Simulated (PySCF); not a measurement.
From orbital energies to excitation energies

Compound: C6H3F3O3.
SMILES: `CC(F)(F)C1=C(F)C(=O)OC1=O`

Theory: PySCF, TDDFT B3LYP/def2-SVPD, vertical, gas phase, core orbitals frozen in the response. Isolated species at its PBE0-D3(BJ)/def2-SVP geometry (one conformer only). Torsions of this conformer, `[CH3:1][C:2]([F:3])([F:4])[C:5]1=[C:6]([F:7])[C:8](=[O:9])[O:10][C:11]1=[O:12]`: C1–C2–C5–C6 -132°.

Orbital energies (eV): HOMO-3 -10.36, HOMO-2 -9.77, HOMO-1 -9.43, HOMO -9.10, LUMO -3.86, LUMO+1 -0.45, LUMO+2 -0.38.

Computed singlets:

| state | E (eV) | f |
| --- | --- | --- |
| S1 | 3.88 | 0.0001 |
| S2 | 4.51 | 0.0002 |
| S3 | 5.09 | 0.083 |
| S4 | 5.79 | 0.0037 |
| S5 | 6.07 | 0.282 |
| S6 | 6.77 | 0.0006 |
| S7 | 6.89 | 0.0004 |
| S8 | 7.08 | 0.0051 |
| S9 | 7.29 | 0.0001 |
| S10 | 7.49 | 0.0034 |

**Question.** Which orbital pair leads each of S1, S2, S3 and S5, and how does its energy difference Δε compare with the excitation energy?

**Answer.** 

```json
{"state": "S1", "leading configuration": "HOMO→LUMO", "weight": "0.98", "Δε (eV)": "5.24", "E (eV)": "3.88", "E − Δε (eV)": "-1.36", "f": "0.0001", "other configurations": "–"}
{"state": "S2", "leading configuration": "HOMO-2→LUMO", "weight": "0.96", "Δε (eV)": "5.91", "E (eV)": "4.51", "E − Δε (eV)": "-1.40", "f": "0.0002", "other configurations": "–"}
{"state": "S3", "leading configuration": "HOMO-1→LUMO", "weight": "0.78", "Δε (eV)": "5.57", "E (eV)": "5.09", "E − Δε (eV)": "-0.49", "f": "0.083", "other configurations": "H-3→L (18%)"}
{"state": "S5", "leading configuration": "HOMO-3→LUMO", "weight": "0.78", "Δε (eV)": "6.50", "E (eV)": "6.07", "E − Δε (eV)": "-0.42", "f": "0.282", "other configurations": "H-1→L (17%)"}
```

E − Δε runs from -1.40 to -0.42 eV. By orbital difference alone the order would be S1, S3, S2, S5.

H and L stand for HOMO and LUMO. The other states: S4 5.79 eV, f 0.0037, H-4→L (97%); S6 6.77 eV, f 0.0006, H-5→L (54%), H-7→L (24%), H-8→L (8%); S7 6.89 eV, f 0.0004, H-5→L (45%), H-7→L (29%), H→L+1 (8%); S8 7.08 eV, f 0.0051, H-6→L (89%); S9 7.29 eV, f 0.0001, H→L+1 (56%), H-7→L (22%), H→L+2 (12%); S10 7.49 eV, f 0.0034, H-8→L (66%), H-7→L (20%), H-9→L (10%).

**Question.** Which computed triplets share their leading configuration (75% or more) with a singlet, and how far apart are the partners?

**Answer.** 

| configuration | triplet | E(T) (eV) | singlet | E(S) (eV) | E(S) − E(T) (eV) |
| --- | --- | --- | --- | --- | --- |
| HOMO-1→LUMO | T1 | 3.45 | S3 | 5.09 | +1.64 |
| HOMO→LUMO | T2 | 3.48 | S1 | 3.88 | +0.40 |
| HOMO-2→LUMO | T3 | 4.13 | S2 | 4.51 | +0.38 |
| HOMO-3→LUMO | T4 | 4.64 | S5 | 6.07 | +1.43 |

The 4 triplets are Tamm–Dancoff values, the singlets full response.

Summed over the main configurations (up to three a state, each over 8%) of all 10 singlets, the electron leaves HOMO with weight 1.75, HOMO-5 with weight 0.99, HOMO-4 with weight 0.97 and HOMO-2 with weight 0.96.
